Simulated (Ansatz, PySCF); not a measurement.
Gas-phase reaction (SMILES): N (NH3) -> [NH2-] + H+; deprotonation at the site shown.

Each molecule is optimised on its own at B3LYP-D3(BJ)/def2-TZVP (Ansatz, a first-principles code). Valence correlation only, unless marked. Spin-orbit coupling is left out. No relativistic terms. Basis-set limits of correlation are two-point, X^-3; Hartree-Fock from the larger set. Anions need diffuse functions, of which def2-TZVPD holds fewer than the aug- sets. Thermal terms are rigid-rotor harmonic-oscillator values from B3LYP-D3(BJ) frequencies (PySCF) at 298.15 K and 1 atm. 1 Eh = 627.5095 kcal/mol. The proton has no electrons: its energy is zero and its thermal terms are those of translation.

```json
[
 {"species": "N (NH3)", "E, CCSD(T)/CBS(aug-cc-pVTZ,aug-cc-pVQZ) (Ansatz) (Eh)": "-56.50411", "E, PBE/def2-TZVPD (Ansatz) (Eh)": "-56.51037", "H - E (Eh)": "0.03799", "G - E (Eh)": "0.01614"},
 {"species": "[NH2-]", "E, CCSD(T)/CBS(aug-cc-pVTZ,aug-cc-pVQZ) (Ansatz) (Eh)": "-55.84754", "E, PBE/def2-TZVPD (Ansatz) (Eh)": "-55.85307", "H - E (Eh)": "0.02194", "G - E (Eh)": "0.00047"},
 {"species": "H+", "E, CCSD(T)/CBS(aug-cc-pVTZ,aug-cc-pVQZ) (Ansatz) (Eh)": "0.00000", "E, PBE/def2-TZVPD (Ansatz) (Eh)": "0.00000", "H - E (Eh)": "0.00236", "G - E (Eh)": "-0.01000"}
]
```

Q: Work out ΔE and ΔH, ΔG, ΔS and the equilibrium constant at 298.15 K at the first level, then ΔH at the second.

A: 
1. ΔE = [(-55.84754) + (0.00000)] - [(-56.50411)] = 0.65657 Eh = 412.0 kcal/mol at CCSD(T)/CBS(aug-cc-pVTZ,aug-cc-pVQZ).
2. The terms H - E add up to -0.01369 Eh, so ΔH = (0.65657 + (-0.01369))×627.5095 = 403.4 kcal/mol.
3. The terms G - E add up to -0.02567 Eh, so ΔG = 395.9 kcal/mol, and ΔS = (-0.01369 - (-0.02567))×627509.5/298.15 = 25.2 cal/(mol K).
4. log10 K = -ΔG/(RT ln 10) = -290.2, with RT ln 10 = 1.3642 kcal/mol.
5. At PBE/def2-TZVPD the same steps give ΔE = 412.5 and ΔH = 403.9 kcal/mol, a shift of +0.5 from the first level.
6. Tabulated enthalpies of formation (N (NH3) -10.9 kcal/mol, ATcT 1.112; [NH2-] 26.8 kcal/mol, ATcT 1.112; H+ 365.7 kcal/mol, ATcT 1.112) give ΔH = 403.4, so the errors are +0.0 and +0.5 kcal/mol; the tables hold anharmonic motion, scalar relativity, which both levels lack, and core correlation, which the frozen-core level lacks.
